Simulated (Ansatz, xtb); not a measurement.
## C2H7Ge2N: 3 structures ranked

3 gas-phase structures of C2H7Ge2N, from a drawn sample of its isomers (lower ones may exist). Each was relaxed with GFN2-xTB:

A. `N#[C][GeH2][CH2][GeH3]`, a singlet
B. `C#[C][GeH2][NH][GeH3]`, a singlet
C. `N#C[CH]([GeH3])[GeH3]`, a singlet

Task: Make a reasoned guess at their ranking by r2SCAN-D4/def2-SVP single-point energy.

Result: Calculated order at r2SCAN-D4/def2-SVP: A (0.0), C (5.8), B (26.3) kcal/mol.

Energies above the lowest of each column, in kcal/mol; the last columns are at PBE0-D3(BJ)/def2-SVP geometries and were run for some of them only (a dash: not run or not comparable):

| structure | GFN2-xTB | HF/STO-3G | r2SCAN-D4/def2-SVP | PBE0-D3(BJ)/def2-SVP | CCSD(T)/def2-SVP + ΔMP2/def2-TZVPP |
| --- | --- | --- | --- | --- | --- |
| A | 8.2 | 0.0 | 0.0 | 0.0 | 0.0 |
| C | 0.0 | 16.1 | 5.8 | 5.0 | 9.2 |
| B | 11.3 | 42.5 | 26.3 | – | – |

CCSD(T)/def2-SVP + ΔMP2/def2-TZVPP puts A lowest of those it was run on; GFN2-xTB picks C. Some further structures that were screened fall inside this span and aren't listed. Flexible structures stand in one conformer each, not always the lowest. Frequencies (GFN2-xTB) were run for A, C alone. ΔMP2 is the change of the MP2 energy from the smaller to the larger basis.

Programs: Ansatz 0.2.0, xtb 6.7.1.
